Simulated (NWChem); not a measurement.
System: AgH2OI; SMILES [OH2]->[Ag][I]

NWChem input:

```
start job
memory heap 200 mb stack 900 mb global 1100 mb
geometry units angstroms noautosym nocenter noautoz
  Ag    -0.023133    -0.950637     0.596184
  I     -0.020284     1.223499    -0.768617
  O      0.048720    -2.854324     1.782782
  H      0.394141    -2.799008     2.681985
  H      0.503325    -3.600700     1.374158
end
basis spherical
  * library def2-svpd
end
ecp
  Ag library def2-ecp
  I library def2-ecp
end
dft
  xc b3lyp
  iterations 150
end
property
  response 1 0.0
end
task dft property
```

The geometry was optimised at PBE0/def2-SVP. No frequency run checked for a minimum. def2 effective core potentials on Ag, I; no spin-orbit coupling.

Static field.

Problem. Predict the main results of this run. (B3LYP/def2-SVPD with def2 effective core potentials on Ag, I.) Quantities: isotropic polarisability (bohr³); anisotropy (bohr³).

Solution. 
- isotropic polarisability (bohr³) = 77.7
- anisotropy (bohr³) = 43.1
